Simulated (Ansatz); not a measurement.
Ansatz (a program for electronic structure) input (B3LYP/LANL2DZ): The .json file is the Basis Set Exchange's LANL2DZ.

Ansatz 0.2 input:
```yaml
crystal:
  periodic: [false, false, false]
  atoms:
    - {symbol: Ca, position_ang: [-0.40944060, 0.54249696, -0.28492166]}
    - {symbol: Cl, position_ang: [1.85219330, 0.08664783, -1.37536649]}
    - {symbol: Cl, position_ang: [-1.37049847, -0.72487955, 1.71056845]}
basis:
  gaussian:
    orbitals: LANL2DZ.json
hamiltonian:
  xc: {name: B3LYP}
total_charge: -1
magnetization: {spin_polarized: true, initial_magnetization: 1}
relax: {f_tol: 0.003, max_steps: 120}
```

From the last part of the output:

```
WARN ansatz: RAYON_NUM_THREADS=1 ignored (pool sized by the plan → 1); use --threads N
Functional definition: B3LYP
integrals: 0.01 GiB planned
484 factors; integrals over basis functions are off by at most 4.4e-5 eV
mean field: 0.12 GiB planned
mean field evaluation 1: about -1813.4027 eV, gradient 2.7e0 eV
mean field evaluation 2: about -1813.4913 eV, gradient 1.8e0 eV
mean field evaluation 4: about -1813.5135 eV, gradient 3.4e-1 eV
mean field evaluation 8: about -1813.5498 eV, gradient 9.0e-3 eV
mean field -1813.54979173 eV, -66.6467255778 hartree, gradient 1.2e-5 eV, S^2 0.750341; 0 other end points of the search recorded, 0 dependent functions left out
the calculation of the forces begins
reference -1813.55003718 eV, -66.6467345981 hartree; 13, 12 occupied and 15, 16 virtual orbitals, 484 factors
relax step   1: F+E_penalty+E_count = -1813.54979173 eV  Δ(F+E_penalty+E_count) = +0.000e0 eV  max|allowed force component| = 1.115e0 eV/Å  Δτ_max = 0.0000 Å  (23 SCF iters, accepted)
these checks for a lower state are left out or cut short: starts, cluster_reference, orbital_swaps, neighbouring_geometries, increment
integrals: 0.01 GiB planned
484 factors; integrals over basis functions are off by at most 4.1e-5 eV
mean field: 0.12 GiB planned
mean field evaluation 16: about -1813.7286 eV, gradient 5.6e-2 eV
mean field -1813.75992198 eV, -66.6544477220 hartree, gradient 6.0e-6 eV, S^2 0.750388; 0 other end points of the search recorded, 0 dependent functions left out
the calculation of the forces begins
reference -1813.76017328 eV, -66.6544569571 hartree; 13, 12 occupied and 15, 16 virtual orbitals, 484 factors
relax step   2: F+E_penalty+E_count = -1813.75992198 eV  Δ(F+E_penalty+E_count) = -2.101e-1 eV  max|allowed force component| = 4.102e-2 eV/Å  Δτ_max = 0.1259 Å  (25 SCF iters, accepted)
these checks for a lower state are left out or cut short: starts, cluster_reference, orbital_swaps, neighbouring_geometries, increment
integrals: 0.01 GiB planned
484 factors; integrals over basis functions are off by at most 4.1e-5 eV
mean field: 0.12 GiB planned
mean field -1813.76324175 eV, -66.6545697215 hartree, gradient 7.0e-6 eV, S^2 0.750380; 0 other end points of the search recorded, 0 dependent functions left out
the calculation of the forces begins
reference -1813.76349310 eV, -66.6545789583 hartree; 13, 12 occupied and 15, 16 virtual orbitals, 484 factors
relax step   3: F+E_penalty+E_count = -1813.76324175 eV  Δ(F+E_penalty+E_count) = -3.320e-3 eV  max|allowed force component| = 1.898e-2 eV/Å  Δτ_max = 0.0459 Å  (25 SCF iters, accepted)
these checks for a lower state are left out or cut short: starts, cluster_reference, orbital_swaps, neighbouring_geometries, increment
integrals: 0.01 GiB planned
484 factors; integrals over basis functions are off by at most 4.1e-5 eV
mean field: 0.12 GiB planned
mean field evaluation 32: about -1813.7633 eV, gradient 7.8e-2 eV
mean field -1813.76337614 eV, -66.6545746601 hartree, gradient 1.1e-5 eV, S^2 0.750378; 0 other end points of the search recorded, 0 dependent functions left out
the calculation of the forces begins
reference -1813.76362738 eV, -66.6545838931 hartree; 13, 12 occupied and 15, 16 virtual orbitals, 484 factors
relax step   4: F+E_penalty+E_count = -1813.76337614 eV  Δ(F+E_penalty+E_count) = -1.344e-4 eV  max|allowed force component| = 5.350e-3 eV/Å  Δτ_max = 0.0088 Å  (20 SCF iters, accepted)
these checks for a lower state are left out or cut short: starts, cluster_reference, orbital_swaps, neighbouring_geometries, increment
integrals: 0.01 GiB planned
484 factors; integrals over basis functions are off by at most 4.1e-5 eV
mean field: 0.12 GiB planned
mean field -1813.76338340 eV, -66.6545749271 hartree, gradient 2.0e-5 eV, S^2 0.750377; 0 other end points of the search recorded, 0 dependent functions left out
the calculation of the forces begins
reference -1813.76363461 eV, -66.6545841589 hartree; 13, 12 occupied and 15, 16 virtual orbitals, 484 factors
relax step   5: F+E_penalty+E_count = -1813.76338340 eV  Δ(F+E_penalty+E_count) = -7.264e-6 eV  max|allowed force component| = 6.712e-4 eV/Å  Δτ_max = 0.0011 Å  (17 SCF iters, accepted)
integrals: 0.01 GiB planned
484 factors; integrals over basis functions are off by at most 4.1e-5 eV
mean field: 0.12 GiB planned
mean field -1813.76338340 eV, -66.6545749271 hartree, gradient 2.0e-5 eV, S^2 0.750377; 1 other end points of the search recorded, 0 dependent functions left out
the calculation of the forces begins
reference -1813.76363461 eV, -66.6545841589 hartree; 13, 12 occupied and 15, 16 virtual orbitals, 484 factors
Total energy: -1813.76363461 eV, -66.6545841589 hartree
Atom 0 at    -0.506299     0.670832    -0.352324 Å, force    -0.000507     0.000671    -0.000353 eV/Å
Atom 1 at     1.941539     0.032784    -1.380846 Å, force     0.000646    -0.000237    -0.000200 eV/Å
Atom 2 at    -1.362986    -0.799351     1.783450 Å, force    -0.000139    -0.000434     0.000552 eV/Å
Dipole moment:    -0.195950     0.259628    -0.136358 e Å
```

The dipole moment of an ion depends on the origin.
